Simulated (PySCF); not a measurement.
# From a computed spectrum to the compound

A species of 3 atoms with charge 0 has these harmonic modes (PBE0, small Gaussian bases with core potentials, PySCF 2.14.0):

```csv
cm⁻¹,km/mol,symmetry
178,23.1,a'
553,120.6,a'
826,174.1,a'
```

Question: Which species is it, and in which structure?

Answer: GdOF (singlet in the valence; each metal's 4f electrons, 7 of them, lie in its core potential, out of spins and levels):
```xyz
3

Gd    0.0433    0.0000   -0.2001
O     1.5488    0.0000    0.8583
F    -1.6637    0.0000    0.9405
```
Ideal gas at 298.15 K and 1 bar: S = 306.7 J/(mol K), Cp = 48.4 J/(mol K), H − H(0 K) = 12.2 kJ/mol (rigid rotor, harmonic modes, spin degeneracy alone, that of the 4f electrons in the core included). An lcecp potential fixes the number of 4f electrons, so in runs with it no electron can move into or out of that shell.
 Other answers can fit too; this one was computed.
